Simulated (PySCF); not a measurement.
Correlation energy of N⁺ (nitrogen, charge +1)

[He] 2s2 2p2, high-spin 3P determinant. All numbers are calculated (PySCF 2.14, scalar relativity by spin-free X2C-1e, in x2c-TZVPall). Frozen: 1s2; 4 electrons correlated.

MP2 pair energies summed by pair of shells (mhartree):

| pair | energy | share (%) |
| --- | --- | --- |
| 2s-2p | -43.08 | 61.2 |
| 2s-2s | -19.99 | 28.4 |
| 2p-2p | -7.37 | 10.5 |

Total MP2 correlation energy: -70.43 mhartree.

Same-spin part -12.54 and opposite-spin part -57.89 mhartree; SCS-MP2 scales them by 1/3 and 6/5 to -73.65 mhartree.

```tsv
level	correlation energy (mhartree)
CCSD	-91.64
(T)	-1.57
CCSD(T)	-93.21
```

Diagnostics: T1 = 0.0063, D1 = 0.0123, largest double amplitude 0.119.

Q: Is a single reference adequate?

A: Mostly. T1 lies below 0.03, but a double amplitude of this size points to a near-degeneracy that CCSD handles and MP2 describes poorly.
